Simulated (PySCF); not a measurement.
# Computed records: AlH₃N₂Si, AlBH₂NO

Computed with PySCF 2.14.0. Calculation on a computer-drawn molecule: the log of a Hartree-Fock and frozen-core CCSD(T) single point meant for a local Hartree-Fock minimum, with one planted fault or none, to be diagnosed. Offsets are logged minus clean, where the clean run is the same molecule without the fault. The reference is restricted for singlets and unrestricted otherwise, and also for a bond in bohr or an excited solution. Adding or removing an electron swaps singlet and doublet. The excited solution moves the top pair (singlet) or top alpha electron (doublet) to the lowest empty orbital. Highest occupied and lowest empty are orbital energies over both spins, largest force is the largest gradient component, triples share is (T) over the correlation energy, the T1 limit is 0.02 restricted and 0.045 unrestricted, electrons count all cores, a negative frequency is imaginary (commonest isotopes), and the dipole is about the centre of nuclear charge.

Common to all runs: meant charge 0; meant basis cc-pV(D+d)Z; logged SCF converged yes; logged CC converged yes; logged SCF stable within its kind yes; possible faults no fault, one electron removed, one electron added, multiplicity raised by two, geometry at a saddle point, SCF held on an excited solution, minimal basis STO-3G, one bond length entered in bohr, all coordinates scaled.

(1) 
```xyz
7
formula=AlH3N2Si meant_multiplicity=1 logged_electrons=43 logged_basis_functions=89 logged_spin_squared=0.7761 logged_highest_occupied=-14.874 logged_lowest_empty=-4.8749 logged_largest_force=0.07331 logged_T1_diagnostic=0.026451 logged_D1_diagnostic=0.10519 logged_triples_share=0.035358 logged_dipole_magnitude=0.42276 logged_energy_HF=-641.26803 logged_energy_CCSD(T)=-641.76442 planted_fault=one_electron_removed HF_energy_offset_from_clean_run=132.5 CCSD(T)_energy_offset_from_clean_run=150.9
N     -1.1271     1.1145    -0.2561
Al     0.0741     0.7513     0.9519
N      1.1921     0.4323     2.0995
Si     2.2680     0.2757     3.3765
H     -1.7580     1.8935    -0.2225
H     -1.2910     0.5775    -1.0871
H      3.0288    -1.0055     2.9700
```

Units: logged_highest_occupied, logged_lowest_empty in eV; logged_largest_force in hartree/bohr; logged_dipole_magnitude in debye; logged_energy_HF, logged_energy_CCSD(T) in hartree; HF_energy_offset_from_clean_run, CCSD(T)_energy_offset_from_clean_run in kcal/mol.

Drawn bonds:
| atom | other atom | order |
| --- | --- | --- |
| 1 | 2 | 1 |
| 2 | 3 | 2 |
| 3 | 4 | 1 |
| 1 | 5 | 1 |
| 1 | 6 | 1 |
| 4 | 7 | 1 |

(2) 
```xyz
6
formula=AlBH2NO meant_multiplicity=2 logged_electrons=35 logged_basis_functions=75 logged_spin_squared=3.7633 logged_highest_occupied=-5.8675 logged_lowest_empty=-1.1294 logged_largest_force=0.097736 logged_T1_diagnostic=0.019654 logged_D1_diagnostic=0.053458 logged_triples_share=0.029887 logged_dipole_magnitude=9.4529 logged_energy_HF=-397.0245 logged_energy_CCSD(T)=-397.49654 planted_fault=multiplicity_raised_by_two HF_energy_offset_from_clean_run=81.39 CCSD(T)_energy_offset_from_clean_run=105
N      1.6409    -0.8608    -3.1024
Al     1.2978    -1.7574    -1.6256
B      0.7543    -0.5558     0.0711
O      0.4496     0.0743     1.0329
H      1.6007     0.1381    -3.1996
H      1.9075    -1.2703    -3.9787
```

Units: logged_highest_occupied, logged_lowest_empty in eV; logged_largest_force in hartree/bohr; logged_dipole_magnitude in debye; logged_energy_HF, logged_energy_CCSD(T) in hartree; HF_energy_offset_from_clean_run, CCSD(T)_energy_offset_from_clean_run in kcal/mol.

Drawn bonds:
| atom | other atom | order |
| --- | --- | --- |
| 1 | 2 | 1 |
| 2 | 3 | 1 |
| 3 | 4 | 2 |
| 1 | 5 | 1 |
| 1 | 6 | 1 |

(3) 
```xyz
6
formula=AlBH2NO meant_multiplicity=2 logged_electrons=35 logged_basis_functions=75 logged_spin_squared=0.7561 logged_highest_occupied=-8.8404 logged_lowest_empty=0.71715 logged_largest_force=3.259e-05 logged_lowest_frequency=129.01 logged_T1_diagnostic=0.021293 logged_D1_diagnostic=0.059209 logged_triples_share=0.031894 logged_dipole_magnitude=4.6448 logged_energy_HF=-397.15421 logged_energy_CCSD(T)=-397.6638 planted_fault=no_fault HF_energy_offset_from_clean_run=0 CCSD(T)_energy_offset_from_clean_run=0
N      1.6409    -0.8608    -3.1024
Al     1.2978    -1.7574    -1.6256
B      0.7543    -0.5558     0.0711
O      0.4496     0.0743     1.0329
H      1.6007     0.1381    -3.1996
H      1.9075    -1.2703    -3.9787
```

Units: logged_highest_occupied, logged_lowest_empty in eV; logged_largest_force in hartree/bohr; logged_lowest_frequency in cm⁻¹; logged_dipole_magnitude in debye; logged_energy_HF, logged_energy_CCSD(T) in hartree; HF_energy_offset_from_clean_run, CCSD(T)_energy_offset_from_clean_run in kcal/mol.

Drawn bonds:
| atom | other atom | order |
| --- | --- | --- |
| 1 | 2 | 1 |
| 2 | 3 | 1 |
| 3 | 4 | 2 |
| 1 | 5 | 1 |
| 1 | 6 | 1 |
